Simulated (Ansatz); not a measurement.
CH4N2, SMILES `N[C]N` (lower singlet) (charge 0, multiplicity 1). This singlet lies 2.40 eV below the relaxed triplet at the level frozen-core CCSD(T)/cc-pVTZ // PBE0-D3(BJ)/def2-TZVP (Ansatz, a quantum-chemistry and plane-wave program).

Cartesian coordinates (Å):
SMILES: N[C]N
```xyz
7

N      1.1027     0.1141     0.3114
C      0.1291    -0.4631    -0.3871
N     -1.0850    -0.1776     0.0750
H      0.9582     0.7161     1.1207
H      2.0546    -0.0416     0.0393
H     -1.8849    -0.5668    -0.3863
H     -1.2746     0.4189     0.8791
```
Charge 0, multiplicity 1.

Task: Give the natural occupations of the active orbitals, the CASSCF energy and the corrected energy for Ansatz with frozen-core fic-MRCISD+Q@CASSCF(6e,6o)/cc-pVTZ // PBE0-D3(BJ)/def2-TZVP.

Result: 
```yaml
natural_occupations: 1.98, 1.98, 1.98, 0.02, 0.02, 0.02
CASSCF energy: -149.1838 Ha
corrected_energy: -149.7112 Ha
weight_of_the_reference: 0.890
```
